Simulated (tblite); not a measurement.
C6H16OP2.
Numbering: `[CH3:1][CH2:2][CH2:3][P@@:4]([CH3:5])(=[O:6])[CH2:7][PH:8][CH3:9]` (hydrogens: H10, H11, H12 on C1; H13, H14 on C2; H15, H16 on C3; H17, H18, H19 on C5; H20, H21 on C7; H22 on P8; H23, H24, H25 on C9)

Computed with GFN2-xTB (tblite), gas phase: L-BFGS steps from a force-field or distance-geometry start until the largest atomic force falls under 0.01 eV/Å.

Step 52: E = -820.7546 eV
```
atom  x, y, z in Å  |  force x, y, z in eV/Å
C1     -3.6108    1.2824    0.6347    0.020  -0.013  -0.010
C2     -2.4213    0.8148   -0.1970    0.003  -0.010   0.000
C3     -1.2683    0.3307    0.6741   -0.013   0.007  -0.003
P4      0.2039   -0.0523   -0.3701   -0.016  -0.001   0.009
C5     -0.1478   -1.6465   -1.1945   -0.011  -0.012  -0.017
O6      0.5645    1.0277   -1.2975   -0.008  -0.014   0.014
C7      1.5099   -0.4562    0.8658   -0.003   0.003   0.012
P8      2.9278   -1.3056    0.0095   -0.002   0.013   0.017
C9      3.6895    0.1479   -0.8232   -0.005  -0.008   0.001
H10    -4.4152    1.6253   -0.0125    0.025   0.002   0.015
H11    -3.9915    0.4694    1.2509    0.015   0.010  -0.003
H12    -3.3208    2.1024    1.2891   -0.010  -0.014  -0.018
H13    -2.0597    1.6343   -0.8229    0.003  -0.025   0.007
H14    -2.7379    0.0053   -0.8596    0.004   0.014  -0.011
H15    -1.5536   -0.5459    1.2584   -0.006   0.021   0.001
H16    -0.9679    1.1253    1.3648    0.006  -0.010  -0.004
H17    -0.4378   -2.4093   -0.4787    0.003  -0.021  -0.005
H18     0.7561   -1.9545   -1.7182    0.024  -0.003   0.005
H19    -0.9353   -1.4991   -1.9295   -0.043   0.038   0.002
H20     1.8253    0.4695    1.3542    0.028   0.014  -0.025
H21     1.0993   -1.1386    1.6122    0.004  -0.013   0.006
H22     3.7606   -1.2870    1.1395   -0.014   0.009   0.000
H23     3.7440    1.0040   -0.1526    0.015  -0.003   0.007
H24     3.0879    0.4114   -1.6914   -0.022   0.008   0.007
H25     4.6881   -0.1311   -1.1566    0.004   0.008  -0.006
```

Step 53: E = -820.7550 eV
```
atom  x, y, z in Å  |  force x, y, z in eV/Å
C1     -3.6099    1.2825    0.6333    0.011  -0.012  -0.007
C2     -2.4208    0.8142   -0.1977    0.008  -0.012   0.004
C3     -1.2688    0.3302    0.6750   -0.020   0.006   0.000
P4      0.2035   -0.0531   -0.3687   -0.023   0.002   0.007
C5     -0.1485   -1.6469   -1.1943   -0.010  -0.009  -0.020
O6      0.5608    1.0278   -1.2963    0.004  -0.016   0.012
C7      1.5105   -0.4562    0.8665   -0.007   0.004   0.009
P8      2.9280   -1.3059    0.0099    0.032   0.029   0.040
C9      3.6906    0.1474   -0.8236   -0.007   0.010  -0.002
H10    -4.4145    1.6254   -0.0136    0.022   0.003   0.009
H11    -3.9905    0.4696    1.2495    0.011   0.006   0.003
H12    -3.3202    2.1027    1.2874   -0.006  -0.009  -0.013
H13    -2.0581    1.6335   -0.8230    0.002  -0.027   0.001
H14    -2.7381    0.0043   -0.8597    0.009   0.017  -0.013
H15    -1.5550   -0.5463    1.2591   -0.005   0.022   0.003
H16    -0.9702    1.1256    1.3659    0.010  -0.018  -0.009
H17    -0.4381   -2.4110   -0.4794    0.002  -0.015  -0.011
H18     0.7547   -1.9544   -1.7197    0.016   0.001   0.009
H19    -0.9370   -1.4961   -1.9282   -0.035   0.029   0.009
H20     1.8248    0.4695    1.3554    0.032   0.014  -0.027
H21     1.1007   -1.1394    1.6128    0.002  -0.011   0.005
H22     3.7619   -1.2846    1.1410   -0.031   0.001  -0.023
H23     3.7498    1.0030   -0.1514    0.009  -0.023  -0.008
H24     3.0857    0.4136   -1.6893   -0.013   0.006   0.021
H25     4.6879   -0.1314   -1.1621   -0.012   0.003   0.002
```

Step 54: E = -820.7554 eV
```
atom  x, y, z in Å  |  force x, y, z in eV/Å
C1     -3.6080    1.2819    0.6324   -0.003  -0.006   0.000
C2     -2.4200    0.8136   -0.1986    0.013  -0.014   0.005
C3     -1.2692    0.3300    0.6754   -0.016   0.000   0.004
P4      0.2027   -0.0546   -0.3677   -0.024  -0.002   0.002
C5     -0.1507   -1.6476   -1.1952   -0.008  -0.002  -0.014
O6      0.5568    1.0268   -1.2958    0.019  -0.014   0.008
C7      1.5108   -0.4565    0.8672   -0.015   0.007   0.003
P8      2.9296   -1.3055    0.0126    0.052   0.033   0.038
C9      3.6923    0.1469   -0.8234   -0.006   0.013  -0.001
H10    -4.4132    1.6249   -0.0130    0.011   0.005  -0.004
H11    -3.9877    0.4690    1.2484    0.003  -0.003   0.013
H12    -3.3189    2.1019    1.2861    0.001   0.000  -0.003
H13    -2.0565    1.6329   -0.8229    0.005  -0.021  -0.010
H14    -2.7382    0.0041   -0.8603    0.013   0.013  -0.018
H15    -1.5562   -0.5457    1.2598   -0.008   0.015   0.009
H16    -0.9718    1.1264    1.3658    0.014  -0.022  -0.010
H17    -0.4397   -2.4136   -0.4816    0.001  -0.006  -0.020
H18     0.7517   -1.9549   -1.7230    0.002   0.007   0.011
H19    -0.9410   -1.4911   -1.9267   -0.020   0.014   0.016
H20     1.8236    0.4699    1.3557    0.032   0.013  -0.025
H21     1.1018   -1.1407    1.6131    0.001  -0.006   0.005
H22     3.7625   -1.2790    1.1446   -0.033  -0.007  -0.027
H23     3.7550    1.0022   -0.1513    0.003  -0.022  -0.007
H24     3.0847    0.4137   -1.6869   -0.016   0.009   0.017
H25     4.6888   -0.1308   -1.1659   -0.021  -0.007   0.007
```

**Question.** Estimate the geometry and energy of step 55. (The exact step hangs on the optimiser's Hessian estimate; all steps are aligned on step 54, rigid shifts and turns removed.)

**Answer.** E = -820.7559 eV, largest force 0.077 eV/Å
```
atom  x, y, z in Å  |  force x, y, z in eV/Å
C1     -3.6071    1.2826    0.6287   -0.018  -0.001   0.007
C2     -2.4191    0.8117   -0.1994    0.010  -0.008   0.004
C3     -1.2713    0.3286    0.6779   -0.007  -0.009   0.007
P4      0.2010   -0.0553   -0.3633   -0.011  -0.009  -0.003
C5     -0.1494   -1.6482   -1.1936   -0.007   0.008  -0.008
O6      0.5519    1.0273   -1.2911    0.029  -0.011   0.003
C7      1.5115   -0.4556    0.8700   -0.008   0.004  -0.005
P8      2.9270   -1.3054    0.0097    0.053   0.038   0.040
C9      3.6910    0.1474   -0.8249   -0.003   0.039  -0.006
H10    -4.4109    1.6260   -0.0174   -0.001   0.005  -0.016
H11    -3.9882    0.4713    1.2455   -0.004  -0.011   0.019
H12    -3.3189    2.1034    1.2813    0.011   0.009   0.008
H13    -2.0531    1.6295   -0.8234    0.008  -0.012  -0.020
H14    -2.7377    0.0023   -0.8605    0.015   0.005  -0.022
H15    -1.5595   -0.5465    1.2617   -0.013   0.004   0.018
H16    -0.9754    1.1252    1.3685    0.016  -0.019  -0.009
H17    -0.4372   -2.4168   -0.4819   -0.003   0.004  -0.028
H18     0.7546   -1.9531   -1.7210   -0.020   0.015   0.010
H19    -0.9406   -1.4874   -1.9239   -0.002  -0.004   0.021
H20     1.8270    0.4714    1.3561    0.025   0.006  -0.023
H21     1.1044   -1.1399    1.6173    0.006   0.004   0.000
H22     3.7629   -1.2836    1.1396   -0.032  -0.006  -0.027
H23     3.7648    0.9990   -0.1475   -0.005  -0.043  -0.028
H24     3.0772    0.4227   -1.6825    0.004   0.001   0.045
H25     4.6843   -0.1326   -1.1768   -0.044  -0.008   0.012
```

The energy changes by -0.0005 eV. The first-order estimate −F·Δx gives -0.0007 eV and the mean of the old and new forces, exact on a quadratic surface, -0.0005 eV. The step makes an angle of 79° with the force vector and moves no atom by more than 0.013 Å.

What follows is the cost of the whole relaxation. On one thread, Arm Neoverse V2 (aarch64), no GPU (shared host), this took 0.7 s.
